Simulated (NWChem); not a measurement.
System: C₃H₄O₂; SMILES O=C1COC1

```xyz
9

O      0.0000     0.0000     1.8661
C      0.0000     0.0000     0.6632
C      0.0000     1.0535    -0.4542
O      0.0000     0.0000    -1.4390
C      0.0000    -1.0535    -0.4542
H      0.9065     1.7022    -0.4922
H     -0.9065     1.7022    -0.4922
H      0.9065    -1.7022    -0.4922
H     -0.9065    -1.7022    -0.4922
```
Atoms are numbered in this order, from 1.

Results from NWChem. Pople sets run with spherical d functions. The geometry was optimised at PBE-D3(BJ)/def2-SVP. Level: PBE/6-31G* with SMD (1 M gas to 1 M solution), gas-phase geometry.

For solvent 1,4-dioxane:

```
Quantity                                     Value
-------------------------------------------  -----
cavity-dispersion-structure term (kcal/mol)   -1.7
dipole in solution (D)                        0.86
```

Task: How do the values read with solvent 1-octanol instead?

Result: The cavity-dispersion-structure term (kcal/mol) comes out as 2.3 and the dipole in solution (D) is 1.03.
